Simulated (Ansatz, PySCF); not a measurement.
Breaking the B1–H2 bond in BF2H (SMILES FBF) (multiplicity 1 held, fragments rigid). Energies count from the point at 1.187 Å.
Geometry at that point (charge 0, multiplicity 1):
```xyz
4

B     -0.23542    -0.38536     0.08190
H     -0.84420    -1.38184     0.29368
F      0.89920    -0.13881     0.70492
F     -0.67460     0.50643    -0.78305
```

Unrestricted levels (U-) break spin symmetry where that is lower. Active spaces are followed from a long bond inwards. Curves can end on different states.

Cores are frozen in the correlated methods. Rows in 3-21G, 6-31G* carry no dispersion term and start afresh at each structure (6-31G* with six Cartesian d functions). MP2/6-31G* freezes PySCF's default core.

Codes used: Ansatz (Gaussian orbitals); PySCF for 3-21G rows, 6-31G* rows. 

Other levels give for the energy at R = 3.798 Å: U-PBE/cc-pVTZ 108.09; U-B3LYP/cc-pVTZ 112.46; U-wB97X-V/cc-pVTZ 114.26; FIC-MRCISD+Q on CASSCF(2,2)/cc-pVTZ 113.17 kcal/mol.

Common cheap choices:

| level | energy at R = 3.798 Å (kcal/mol) |
|---|---|
| R-HF/3-21G | 203.96 |
| R-HF/6-31G* | 200.50 |
| U-HF/6-31G* | 93.94 |
| R-B3LYP/6-31G* | 153.16 |
| R-MP2/6-31G* | 143.89 |

Doubts at one or more of the structures used: a restricted determinant that unrestricted orbitals would lower (R-HF/3-21G, R-HF/6-31G*, R-B3LYP/6-31G*, R-MP2/6-31G*); a spin-contaminated determinant (U-HF/6-31G*, U-PBE/cc-pVTZ, U-B3LYP/cc-pVTZ, U-wB97X-V/cc-pVTZ).

Ansatz is an electronic-structure program.
